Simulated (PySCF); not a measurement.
C5H8O2, charge -1, doublet (typed; the unrestricted solution is spin-contaminated), at a GFN2-xTB geometry (a state made from the parent by changing its charge; the spin is typed, not shown lowest) (in this run its highest filled SCF level lies above zero, so its values depend strongly on the basis, on diffuse functions most of all), atoms displaced at random by about 0.03 Å a coordinate; HF/STO-3G, gradient run with PySCF.

Input for PySCF:
```python
from pyscf import gto, scf

mol = gto.M(
    atom='''
C     2.599312    0.036118    0.253548
C     1.159248   -0.461100    0.160331
O     0.922880   -1.707590    0.305388
C     0.270652    0.543752   -0.057344
C    -1.086224    0.497056   -0.165806
C    -1.966098   -0.749235   -0.083186
O    -1.939100    1.675496   -0.384933
H     2.944860    0.494680   -0.600404
H     2.732106    0.721684    1.128609
H     3.292097   -0.872453    0.471102
H     0.715135    1.589972   -0.050361
H    -2.662288   -0.778088    0.684740
H    -2.471892   -0.927823   -1.016447
H    -1.189516   -1.570627    0.026001
H    -1.249147    2.412561   -0.406375
''',
    basis='sto-3g',
    charge=-1,
    spin=1,
    verbose=4,
)

mf = scf.UHF(mol)
mf.conv_tol = 1e-4
mf.kernel()
g = mf.nuc_grad_method()
grad = g.kernel()
```

The log (banner, timings and long lists left out):

```
PySCF version 2.14.0

[INPUT] verbose = 4
[INPUT] num. atoms = 15
[INPUT] num. electrons = 55
[INPUT] charge = -1
[INPUT] spin (= nelec alpha-beta = 2S) = 1
[INPUT] symmetry False subgroup None
[INPUT] Mole.unit = angstrom
[INPUT] Symbol           X                Y                Z      unit          X                Y                Z       unit  Magmom
[INPUT]  1 C      2.599312000000   0.036118000000   0.253548000000 AA    4.911987792295   0.068253128167   0.479136279431 Bohr   0.0
[INPUT]  2 C      1.159248000000  -0.461100000000   0.160331000000 AA    2.190661230450  -0.871352716037   0.302981679278 Bohr   0.0
[INPUT]  3 O      0.922880000000  -1.707590000000   0.305388000000 AA    1.743990445839  -3.226877433046   0.577099681729 Bohr   0.0
[INPUT]  4 C      0.270652000000   0.543752000000  -0.057344000000 AA    0.511458155066   1.027542359685  -0.108364454887 Bohr   0.0
[INPUT]  5 C     -1.086224000000   0.497056000000  -0.165806000000 AA   -2.052665869930   0.939299708572  -0.313327929810 Bohr   0.0
[INPUT]  6 C     -1.966098000000  -0.749235000000  -0.083186000000 AA   -3.715386754055  -1.415848952939  -0.157198757398 Bohr   0.0
[INPUT]  7 O     -1.939100000000   1.675496000000  -0.384933000000 AA   -3.664367928144   3.166228562804  -0.727417946307 Bohr   0.0
[INPUT]  8 H      2.944860000000   0.494680000000  -0.600404000000 AA    5.564978875187   0.934809719300  -1.134599124093 Bohr   0.0
[INPUT]  9 H      2.732106000000   0.721684000000   1.128609000000 AA    5.162932083281   1.363785108481   2.132761911719 Bohr   0.0
[INPUT] 10 H      3.292097000000  -0.872453000000   0.471102000000 AA    6.221161705502  -1.648697226555   0.890253756735 Bohr   0.0
[INPUT] 11 H      0.715135000000   1.589972000000  -0.050361000000 AA    1.351409292091   3.004611625727  -0.095168497359 Bohr   0.0
[INPUT] 12 H     -2.662288000000  -0.778088000000   0.684740000000 AA   -5.030995184716  -1.470373220811   1.293971066535 Bohr   0.0
[INPUT] 13 H     -2.471892000000  -0.927823000000  -1.016447000000 AA   -4.671198889503  -1.753331362072  -1.920806450136 Bohr   0.0
[INPUT] 14 H     -1.189516000000  -1.570627000000   0.026001000000 AA   -2.247859460788  -2.968054873847   0.049134768965 Bohr   0.0
[INPUT] 15 H     -1.249147000000   2.412561000000  -0.406375000000 AA   -2.360545719322   4.559079548807  -0.767937453870 Bohr   0.0

nuclear repulsion = 289.315763442173
number of shells = 29
number of NR pGTOs = 129
number of NR cGTOs = 43
basis = sto-3g
ecp = {}

******** <class 'pyscf.scf.uhf.UHF'> ********
method = UHF
initial guess = minao
damping factor = 0
level_shift factor = 0
DIIS = <class 'pyscf.scf.diis.CDIIS'>
diis_start_cycle = 1
diis_space = 8
diis_damp = 0
SCF conv_tol = 0.0001
SCF conv_tol_grad = None
SCF max_cycles = 50
direct_scf = True
direct_scf_tol = 1e-13
number electrons alpha = 28  beta = 27
Set gradient conv threshold to 0.01
init E= -340.52033762785

cycle= 1 E= -338.873290868118  delta_E= 1.65  |g|= 0.505  |ddm|= 3.52
cycle= 2 E= -339.05633276518  delta_E= -0.183  |g|= 0.284  |ddm|= 1.14
cycle= 3 E= -339.107713158529  delta_E= -0.0514  |g|= 0.068  |ddm|= 0.429
cycle= 4 E= -339.115946383884  delta_E= -0.00823  |g|= 0.0384  |ddm|= 0.157
cycle= 5 E= -339.119833645738  delta_E= -0.00389  |g|= 0.0275  |ddm|= 0.109
cycle= 6 E= -339.123209602778  delta_E= -0.00338  |g|= 0.0173  |ddm|= 0.146
cycle= 7 E= -339.124410802587  delta_E= -0.0012  |g|= 0.00824  |ddm|= 0.0998
cycle= 8 E= -339.124696366709  delta_E= -0.000286  |g|= 0.00394  |ddm|= 0.0487
cycle= 9 E= -339.124765754234  delta_E= -6.94e-05  |g|= 0.00246  |ddm|= 0.0226
Extra cycle  E= -339.124778436392  delta_E= -1.27e-05  |g|= 0.00194  |ddm|= 0.00528
converged SCF energy = -339.124778436392  <S^2> = 0.94850904  2S+1 = 2.1895287

******** <class 'pyscf.grad.uhf.Gradients'> for <class 'pyscf.scf.uhf.UHF'> ********
unit = Eh/Bohr
--------------- UHF gradients ---------------
         x                y                z
0 C    -0.0351645456     0.0672097356    -0.0918182444
1 C    -0.0306944285     0.0109092423    -0.0016128475
2 O     0.0082737674     0.0352393960    -0.0019680730
3 C    -0.0081634027    -0.0859302977     0.0000796338
4 C     0.0872988181    -0.0208466076     0.0041407401
5 C    -0.0953880318     0.0287824002     0.0403457133
6 O    -0.0447798314     0.0058111051    -0.0050844641
7 H    -0.0216400550    -0.0310223243     0.0492937521
8 H    -0.0015203729     0.0096323574     0.0230344579
9 H     0.0297497517    -0.0448597598     0.0129282773
10 H     0.0186985533     0.0365485785     0.0057543665
11 H     0.0315084093    -0.0019822437    -0.0406538461
12 H     0.0105334996     0.0007982884     0.0086474970
13 H     0.0340861981    -0.0200193830    -0.0035122676
14 H     0.0172016705     0.0097295126     0.0004253047
----------------------------------------------
```
